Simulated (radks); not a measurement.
Values are calculated unless marked as measured or tabulated.
All-electron atom: Tc II in [Kr] 4d5 5s1.

Level of theory: Dirac Kohn-Sham, PBEsol, spin-unpolarised, spherical densities, finite nucleus; open shells fill j = l - 1/2 first; Fermi nuclear charge, rms radius 4.4112 fm (a radial shooting solver on a logarithmic mesh with Libxc functionals).

Energy parts (eV):
part                       energy
total                 -116564.788
kinetic                121070.307
electron-nucleus      -281433.972
Hartree                 47227.515
exchange-correlation    -3428.638

Orbitals (lengths in bohr, moments of r in powers of bohr):
orbital,occ.,eigenvalue (eV),<r>,<1/r>
1s1/2,2,-20852.19,0.03430,44.69
2s1/2,2,-2980.895,0.1493,10.20
2p1/2,2,-2749.868,0.1271,10.18
2p3/2,4,-2631.727,0.1318,9.665
3s1/2,2,-525.1013,0.4155,3.505
3p1/2,2,-436.3180,0.4093,3.406
3p3/2,4,-416.5565,0.4199,3.283
3d3/2,4,-259.3359,0.3971,3.101
3d5/2,6,-255.5359,0.4006,3.069
4s1/2,2,-80.7317,1.058,1.298
4p1/2,2,-54.7864,1.152,1.176
4p3/2,4,-51.8301,1.183,1.140
4d3/2,4,-14.2175,1.664,0.8084
4d5/2,1,-13.9226,1.682,0.7990
5s1/2,1,-11.4058,3.021,0.4248

The highest occupied level is 5s1/2 at -11.406 eV. For comparison, the ionisation energy in NIST's Atomic Spectra Database is 15.260 eV (semi-empirical). In exact Kohn-Sham theory the highest level is minus the ionisation energy, but local and semilocal functionals leave it too shallow, through self-interaction and a potential that decays too fast; potentials with the right tail come closer. The density falls to 0.001 e/bohr^3 at r = 4.21 bohr. The electron density at the nucleus is 1e+05 e/bohr^3.

Beside tabulated values, note that spin-unpolarised runs miss the spin-polarisation part of the exchange energy of open shells.
